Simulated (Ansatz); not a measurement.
Cl$_{2}$F$_{2}$H$_{2}$Si$_{2}$, SMILES `F[Si](F)(Cl)[SiH2]Cl`. Total charge 0; spin multiplicity 1.

```json
{"atom": "F1", "x (Å)": "0.2407", "y (Å)": "-1.4694", "z (Å)": "-1.6951"}
{"atom": "Si2", "x (Å)": "0.6230", "y (Å)": "-0.1262", "z (Å)": "-0.9505"}
{"atom": "F3", "x (Å)": "0.4883", "y (Å)": "1.0408", "z (Å)": "-2.0142"}
{"atom": "Cl4", "x (Å)": "2.5658", "y (Å)": "-0.2476", "z (Å)": "-0.3821"}
{"atom": "Si5", "x (Å)": "-0.7874", "y (Å)": "0.2592", "z (Å)": "0.8720"}
{"atom": "Cl6", "x (Å)": "-0.4888", "y (Å)": "-1.2683", "z (Å)": "2.2083"}
{"atom": "H7", "x (Å)": "-2.2070", "y (Å)": "0.2649", "z (Å)": "0.4466"}
{"atom": "H8", "x (Å)": "-0.4346", "y (Å)": "1.5466", "z (Å)": "1.5150"}
```

Problem. List the harmonic frequencies (cm⁻¹, unscaled) at PBE0-D4/def2-TZVP in Ansatz. (Best estimate.)

Solution. Computed: 30, 70, 120, 176, 238, 266, 300, 440, 486, 552, 617, 684, 805, 891, 932, 956, 2243, 2256.

Problem. Is this a minimum?

Solution. Yes, all 18 modes are real.

Problem. Give the ideal-gas thermochemistry at 298.15 K and 1 bar (rigid rotor, harmonic oscillator; point group C1, symmetry number 1).

Solution. Zero-point energy 72.1 kJ/mol; H(298) − E = 96.6 kJ/mol; entropy 396.3 J/(mol·K), of which translation 172.7, rotation 124.3, vibration 99.3; G(298) − E = -21.5 kJ/mol. Modes under 100 cm⁻¹ are hindered rotations or soft bends, so the harmonic entropy is rough.

Problem. And at 400, 500, 600, 800 and 1000 K?

Solution. 
```json
{"T (K)": "400", "H − E (kJ/mol)": "109.6", "S (J/mol/K)": "433.7", "G − E (kJ/mol)": "-63.9"}
{"T (K)": "500", "H − E (kJ/mol)": "123.6", "S (J/mol/K)": "464.8", "G − E (kJ/mol)": "-108.8"}
{"T (K)": "600", "H − E (kJ/mol)": "138.4", "S (J/mol/K)": "491.8", "G − E (kJ/mol)": "-156.7"}
{"T (K)": "800", "H − E (kJ/mol)": "169.7", "S (J/mol/K)": "536.8", "G − E (kJ/mol)": "-259.7"}
{"T (K)": "1000", "H − E (kJ/mol)": "202.5", "S (J/mol/K)": "573.4", "G − E (kJ/mol)": "-370.8"}
```
